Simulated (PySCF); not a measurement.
Isomers of C6H12O3Si, one GFN2-xTB conformer each. Single-point energies are computed at PBE0/pcSseg-1 (PySCF, gas phase, no added dispersion term), electronic only.

```json
{"SMILES": "C[C@H](O[SiH3])C(=O)OC1CC1", "GFN2-xTB relative energy (kJ/mol)": "0.0"}
{"SMILES": "C=CCOC(=O)[C@@H](C)O[SiH3]", "GFN2-xTB relative energy (kJ/mol)": "31.0"}
```

Conformers: `[CH3:1][C@H:2]([O:3][SiH3:4])[C:5](=[O:6])[O:7][CH:8]1[CH2:9][CH2:10]1` with C1–C2–O3–Si4 -98°, C1–C2–C5–O6 105°, C2–C5–O7–C8 178°, C5–O7–C8–C9 157°; `[CH2:1]=[CH:2][CH2:3][O:4][C:5](=[O:6])[C@@H:7]([CH3:8])[O:9][SiH3:10]` with C1–C2–C3–O4 -2°, C2–C3–O4–C5 -148°, C3–O4–C5–O6 0°, O4–C5–C7–C8 73°, C5–C7–O9–Si10 -24°.

Q: What does PBE0/pcSseg-1 give for the same structures?

A: 
```tsv
SMILES	PBE0/pcSseg-1 E (Eh)	PBE0/pcSseg-1 (kJ/mol)	GFN2-xTB (kJ/mol)	point group
C=CCOC(=O)[C@@H](C)O[SiH3]	-750.32302	0.0	31.0	C1
C[C@H](O[SiH3])C(=O)OC1CC1	-750.31864	11.5	0.0	C1
```

GFN2-xTB puts C[C@H](O[SiH3])C(=O)OC1CC1 lowest instead. As drawn, the lower has a C=C bond outside aromatic rings, which the higher lacks; the higher has a three-membered ring, which the lower lacks.

Q: Which frontier levels, dipoles and rotational constants go with these structures?

A: 
```json
{"SMILES": "C=CCOC(=O)[C@@H](C)O[SiH3]", "HOMO (eV, PBE0/pcSseg-1)": "-7.90", "LUMO (eV)": "-0.14", "dipole (D)": "3.43", "A, B, C (MHz)": "2473, 559.4, 504.2"}
{"SMILES": "C[C@H](O[SiH3])C(=O)OC1CC1", "HOMO (eV, PBE0/pcSseg-1)": "-7.88", "LUMO (eV)": "-0.08", "dipole (D)": "3.81", "A, B, C (MHz)": "2636, 576.6, 514.6"}
```

Q: As an exercise, what shares would exp(−E/RT) give at 500 K from these electronic energies alone (no entropy, no degeneracies)?

A: RT = 4.157 kJ/mol: C=CCOC(=O)[C@@H](C)O[SiH3] 94.1 %, C[C@H](O[SiH3])C(=O)OC1CC1 5.9 %.
